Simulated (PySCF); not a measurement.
# Stationary points of AsF₃

These are results of PBE0 in PySCF with As def2-TZVP, F def2-TZVP; no relativity; density-fitted integrals, not measurements.

Relaxations began from a few typed shapes. The search is not exhaustive: other isomers or separated fragments can lie lower, and high-lying points may rest on an excited occupation.

```
   spin  group                            bonds                            angles  imaginary modes (cm⁻¹)  ΔE (kJ/mol)  ΔE with ZPE (kJ/mol)
singlet    C3v                As–F 1.715 Å (×3)                 F–As–F 95.9° (×3)                    none          0.0                   0.0
singlet    C2v  As–F 1.702 Å, As–F 1.795 Å (×2)  F–As–F 86.2° (×2), F–As–F 172.3°                    240i        192.1                     –
singlet    D3h                As–F 1.809 Å (×3)                F–As–F 120.0° (×3)        390i, 131i, 131i        279.1                     –
```

The lowest minimum found is the singlet C3v: As–F 1.715 Å (×3); F–As–F 95.9° (×3).

Counting electrons, arsenic keeps 2 of its valence electrons outside its bonds, so the VSEPR class is AX3E1 and the expected shape is trigonal pyramidal (C3v), as computed. The angle of 96° is close to 90°: the heavy centre bonds with nearly pure p orbitals and keeps its lone pair s-like.
